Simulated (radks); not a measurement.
Task: All-electron atom: Ti+ in [Ar] 3d2 4s1 (the NIST ground configuration). All-electron calculation, Dirac Kohn-Sham, PBE, spin-unpolarised, spherical densities, point nucleus; open shells are shared between the two j in proportion to 2j + 1; speed of light set to 13703.6 atomic units (100 times the physical value, a model run). Program: a radial shooting solver on a logarithmic mesh with Libxc functionals. Some entries of the table are withheld. Estimate them.

orbital,occ.,eigenvalue (hartree),<r> (bohr),r(max) (bohr)
1s1/2,2,-178.0122,0.07017,0.04613
2s1/2,2,-19.77601,0.3276,0.2713
2p1/2,2,-16.56190,0.2909,0.2205
2p3/2,4,-16.56188,0.2909,0.2205
3s1/2,2,-2.53831,1.014,0.8759
3p1/2,2,-1.69249,1.088,(1)
3p3/2,4,-1.69249,1.088,(2)
3d3/2,0.8,(3),1.508,0.9749
3d5/2,1.2,(4),1.508,0.9749
4s1/2,1,-0.37749,3.210,(5)
4p1/2,0,-0.24266,(6),3.362
4p3/2,0,-0.24266,(7),3.362

Result: 
(1) 3p1/2 r(max) (bohr): 0.9044
(2) 3p3/2 r(max) (bohr): 0.9044
(3) 3d3/2 eigenvalue (hartree): -0.42299
(4) 3d5/2 eigenvalue (hartree): -0.42299
(5) 4s1/2 r(max) (bohr): 2.767
(6) 4p1/2 <r> (bohr): 3.953
(7) 4p3/2 <r> (bohr): 3.953
